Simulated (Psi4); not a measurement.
H$_{2}$BeO (SMILES [BeH][OH]), singlet, at a GFN2-xTB geometry (such geometries of metal compounds can be far from the true shape); Psi4 with B3LYP/aug-cc-pVTZ.

Psi4 was given this input:
```
memory 2 GB

molecule {
0 1
Be   -0.73751984   -0.44075754   -0.04358773
H    -1.85735340   -1.02236202   -0.11290505
O     0.44602288    0.25400706    0.02340449
H     1.23924970    0.75333564    0.10002009
}

set {
  basis aug-cc-pvtz
}

energy('b3lyp')
print_variables()
```

**Question.** Write the output that Psi4 gives for this input, abridged.

**Answer.** 
```
   => Loading Basis Set <=

    Name: AUG-CC-PVTZ
    Role: ORBITAL
    Keyword: BASIS

         ---------------------------------------------------------
                                   SCF
               by Justin Turney, Rob Parrish, Andy Simmonett
                          and Daniel G. A. Smith
                              RKS Reference
         ---------------------------------------------------------

  ==> Geometry <==

    Molecular point group: c1
    Full point group: C1

    Geometry (in Angstrom), charge = 0, multiplicity = 1:

       Center              X                  Y                   Z               Mass
    ------------   -----------------  -----------------  -----------------  -----------------
         BE          -0.732505312580    -0.434078059362    -0.042423763685     9.012183065000
         H           -1.852338872580    -1.015682539362    -0.111741083685     1.007825032230
         O            0.451037407420     0.260686540638     0.024568456315    15.994914619570
         H            1.244264227420     0.760015120638     0.101184056315     1.007825032230

  Running in c1 symmetry.

  Rotational constants: A =   3325.63976  B =      0.96005  C =      0.95984 [cm^-1]
  Rotational constants: A = 99700171.87695  B =  28781.54642  C =  28775.41856 [MHz]
  Nuclear repulsion =   21.168810960910811

  Charge       = 0
  Multiplicity = 1
  Electrons    = 14
  Nalpha       = 7
  Nbeta        = 7

  ==> Algorithm <==

  SCF Algorithm Type is DF.
  DIIS enabled.
  MOM disabled.
  Fractional occupation disabled.
  Guess Type is SAD.
  Energy threshold   = 1.00e-06
  Density threshold  = 1.00e-06
  Integral threshold = 1.00e-12

  ==> Primary Basis <==

  Basis Set: AUG-CC-PVTZ
    Blend: AUG-CC-PVTZ
    Number of shells: 46
    Number of basis functions: 138
    Number of Cartesian functions: 160
    Spherical Harmonics?: true
    Max angular momentum: 3

  ==> DFT Potential <==

   => LibXC <=

    Version 7.1.2
    S. Lehtola, C. Steigemann, M. J. T. Oliveira, and M. A. L. Marques,  SoftwareX 7, 1–5 (2018) (10.1016/j.softx.2017.11.002)

   => Composite Functional: B3LYP <=

    B3LYP Hyb-GGA Exchange-Correlation Functional

    P. J. Stephens, F. J. Devlin, C. F. Chabalowski, and M. J. Frisch,  J. Phys. Chem. 98, 11623 (1994) (10.1021/j100096a001)

    Deriv               =              1
    GGA                 =           TRUE
    Meta                =          FALSE

    Exchange Hybrid     =           TRUE
[...]
   @DF-RKS iter   2:   -89.92920479315772    1.04562e+00   1.26391e-02 ADIIS/DIIS
   @DF-RKS iter   3:   -91.26200489382390   -1.33280e+00   8.45444e-04 ADIIS/DIIS
   @DF-RKS iter   4:   -91.26969280341851   -7.68791e-03   2.59496e-04 ADIIS/DIIS
   @DF-RKS iter   5:   -91.27030252114706   -6.09718e-04   3.95691e-05 DIIS
   @DF-RKS iter   6:   -91.27031470966533   -1.21885e-05   7.41190e-06 DIIS
   @DF-RKS iter   7:   -91.27031522364912   -5.13984e-07   7.72434e-07 DIIS
  Energy and wave function converged.

  ==> Post-Iterations <==

   Electrons on quadrature grid:
      Ntotal   =   13.9999976668 ; deviation = -2.333e-06

    Orbital Energies [Eh]
    ---------------------

    Doubly Occupied:

[...]
       7A     -0.329561

    Virtual:

[...]
    Final Occupation by Irrep:
              A
    DOCC [     7 ]
    NA   [     7 ]
    NB   [     7 ]

  @DF-RKS Final Energy:   -91.27031522364912

   => Energetics <=

    Nuclear Repulsion Energy =             21.1688109609108110
    One-Electron Energy =                -166.3504059162327167
    Two-Electron Energy =                  63.8409320899503712
    DFT Exchange-Correlation Energy =      -9.9296523582775826
    Empirical Dispersion Energy =           0.0000000000000000
    VV10 Nonlocal Energy =                  0.0000000000000000
    Total Energy =                        -91.2703152236491206

Computation Completed

Properties will be evaluated at   0.000000,   0.000000,   0.000000 [a0]

Properties computed using the SCF density matrix

 Multipole Moments:

 ------------------------------------------------------------------------------------
     Multipole            Electronic (a.u.)      Nuclear  (a.u.)        Total (a.u.)
 ------------------------------------------------------------------------------------

 L = 1.  Multiply by 2.5417464519 to convert [e a0] to [Debye]
 Dipole X            :          0.4244422            0.1326651            0.5571073
 Dipole Y            :          0.1177126            0.1767133            0.2944259
 Dipole Z            :          0.0252408            0.0307942            0.0560349
 Magnitude           :                                                    0.6326097

 ------------------------------------------------------------------------------------

  Variable Map:
  ----------------------------------------------------------------------------
[...]
  Array Variable Map:
  ----------------------------------------------------------------------------
[...]
[...]
```
